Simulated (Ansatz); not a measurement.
Reaction (cleavage of the Ge–Si bond): `CO[SiH](Cl)[GeH3]` + `[SH][GeH3]` → `[GeH3][S][GeH3]` + `CO[SiH2]Cl`

Gas-phase electronic energies from Ansatz, PBE0-D4/def2-TZVP geometries. CBS: MP2 limit from def2 TZ/QZ plus the TZ coupled-cluster correction, frozen cores. DFT in def2-TZVPP. For Ge outer-core shells are correlated without core-valence functions, which leaves a few kJ/mol of doubt a bond. Scalar relativity is left out up to krypton. One conformer a species, not always the lowest.

```
             level  ΔE (kJ/mol)
            PBE-D4        -37.2
          BHLYP-D4        -50.8
   CCSD/def2-TZVPP        -48.4
CCSD(T)/def2-TZVPP        -48.4
```

(1) What does CCSD(T)/CBS give? (Estimate.)

Largest T1 diagnostic among the species: 0.012.

Answers

(1) The calculation gave: -48.5 kJ/mol. The listed levels differ from it by 11.3, -2.3, 0.1, 0.1 kJ/mol.

Leaving LDA and LC-ωPBE aside and taking each functional with its dispersion term where it has one, the values spread over 13.6 kJ/mol, from BHLYP-D4 to PBE-D4. From BLYP to BHLYP (50 % exact exchange), in def2-TZVPP and without D4, ΔE moves by −9.7 kJ/mol. In def2-TZVPP, CCSD(T) changes the Hartree–Fock value by +11.6 kJ/mol (the triples alone add −0.0 kJ/mol) and MP2 by +4.0 kJ/mol.
